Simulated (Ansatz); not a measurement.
Program: Ansatz. Geometries: PBE0-D4/def2-TZVP. ΔE: electronic, gas phase. CCSD(T)/CBS is the MP2 limit (def2-TZVPP, def2-QZVPP) plus CCSD(T) − MP2 in def2-TZVPP, frozen cores. DFT in def2-TZVPP. B3LYP here is the variant with VWN-RPA as its local correlation; programs differ in this. Elements past krypton have def2 core potentials. For Cd, Zn outer-core shells are correlated without core-valence functions, which leaves a few kJ/mol of doubt a bond. Scalar relativity is left out up to krypton. Each species was taken in one conformer, which may not be the lowest.

Reaction (formal exchange of groups at a C–Zn bond): `[CH3][Zn][CH2]S` + `C[CH2][Cd][CH3]` → `[CH3][Cd][CH](C)C` + `S[CH2][ZnH]`

(1) Is it downhill or uphill in electronic energy at CCSD(T)/CBS, and by how much? (An estimate is asked.)

(2) What do these levels give: r2SCAN-D4, B3LYP-D4, B2PLYP, r2SCAN, PBE0, B3LYP, MP2/def2-TZVPP, SCS-MP2/def2-TZVPP, CCSD/def2-TZVPP, CCSD(T)/def2-TZVPP, HF/def2-QZVPP, CCSD/CBS(def2)? (Estimate.)

Largest T1 diagnostic among the species: 0.014.

Answers

(1) Computed: Uphill: ΔE = +9.5 kcal/mol.

(2) Ansatz gave: r2SCAN-D4 9.0, B3LYP-D4 8.5, B2PLYP 9.8, r2SCAN 9.2, PBE0 9.4, B3LYP 10.1, MP2/def2-TZVPP 9.5, SCS-MP2/def2-TZVPP 8.9, CCSD/def2-TZVPP 8.6, CCSD(T)/def2-TZVPP 8.6, HF/def2-QZVPP 8.0, CCSD/CBS(def2) 9.5 kcal/mol.

The D4 term adds −1.6 kcal/mol with B3LYP and −0.8 kcal/mol with PBE0; it sums over pairs of atoms, weighted by their polarisabilities, and B3LYP, whose exchange is more repulsive, gets the larger term. In def2-TZVPP, CCSD(T) changes the Hartree–Fock value by +0.7 kcal/mol (the triples alone add +0.0 kcal/mol) and MP2 by +1.7 kcal/mol.
